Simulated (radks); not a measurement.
Values are calculated unless marked as measured or tabulated.
Spherical quantum dot in the effective-mass picture: electrons in a hard-walled sphere of radius 9.89, with a point charge +2 (a donor) at the centre, all in effective atomic units (hartree* = m*/eps^2 hartree, bohr* = eps/m* bohr), one dielectric constant everywhere. Level of theory: non-relativistic Kohn-Sham, r2SCAN, spin-polarised, spherical densities, generalised Kohn-Sham scheme (a radial shooting solver with Libxc functionals). Levels are named by radial order and angular momentum (1s, 1p, 1d, 2s, ...), and open shells are averaged over m. Results are scaled to m* = 0.136 and eps = 4.8, for which hartree* = 160.6 meV and bohr* = 1.868 nm.

N = 17, configuration 1s2 1p6 1d(up 5, down 2) 2s2. This is the lowest configuration that the search found. Occupied levels:

level,occupation,eigenvalue (meV),<r> (nm)
1s down,1,239.23,1.758
1s up,1,239.24,1.758
2s up,1,291.58,13.58
2s down,1,294.34,13.49
1p up,3,295.10,13.70
1p down,3,298.03,13.62
1d up,5,302.01,13.91
1d down,2,305.25,13.86

Energy (meV): total 1866.10, kinetic 906.66, external -1758.5, Hartree 3284.0, exchange-correlation -566.07.

Electron density:

r (nm),n(r) (e/nm^3)
0.984,0.07543
1.90,0.01408
2.82,0.003011
3.74,0.0007090
4.66,0.0001987
5.58,0.00009673
6.50,0.0001006
7.42,0.0001467
8.34,0.0002273
9.26,0.0003450
10.2,0.0005016
11.1,0.0006913
12.0,0.0008946
12.9,0.001066
13.9,0.001138
14.8,0.001049
15.7,0.0007857
16.6,0.0004241
17.5,0.0001169
18.5,2.671e-07
